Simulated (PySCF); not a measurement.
Ionisation energy of Bi⁺ by level of theory

Bi⁺ [Xe] 4f14 5d10 6s2 6p2 (3P) → Bi²⁺ [Xe] 4f14 5d10 6s2 6p1 (2P), as a difference of total energies. All numbers are calculated (PySCF 2.14, a scalar-relativistic core potential, in aug-cc-pwCVDZ-PP with ECP60MDF (6s5p4d1f, 48 functions)). Correlated levels: valence: 5s2 5p6 5d10 frozen. The calculations carry no spin-orbit coupling.

| method | ionisation energy (eV) | difference from reference (eV) |
| --- | --- | --- |
| UHF | 15.299 | -1.404 |
| MP2 (valence) | 15.508 | -1.195 |
| SCS-MP2 (valence) | 15.456 | -1.247 |
| CCSD (valence) | 15.540 | -1.163 |
| CCSD(T) (valence) | 15.546 | -1.157 |
| CCSDT (valence) | 15.548 | -1.155 |

Reference: 16.703 eV (measured; NIST Atomic Spectra Database, ionization energies).

Spin-orbit coupling is strong in these open shells (close to jj coupling). The scalar numbers leave it out and a first-order estimate fails, so it can dominate the gap to the real levels.

Errors of the correlated levels include the incompleteness of this basis and the frozen core.
